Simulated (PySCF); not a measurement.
# Stationary points of HgF₂⁻

Method: PySCF, B3LYP, basis Hg def2-SVPD with ECP60, F def2-SVPD (scalar-relativistic core potentials, no spin–orbit coupling, density fitting).

Relaxations began from a few typed shapes; open shells are unrestricted. The search is not exhaustive: other isomers or separated fragments can lie lower, and high-lying points may rest on an excited occupation.

Q: Which is the lowest minimum found?
A. doublet D∞h: Hg–F 2.259 Å (×2); F–Hg–F 180.0°
B. doublet C2v: Hg–F 2.241 Å (×2); F–Hg–F 146.4°

A: B. The others lie at 0.6 (doublet D∞h) kJ/mol above it.

For the lowest minimum: the lowest empty level of this anion is unbound, so it and the gap depend on the basis. Spin–orbit coupling, left out here, can matter for elements this heavy.
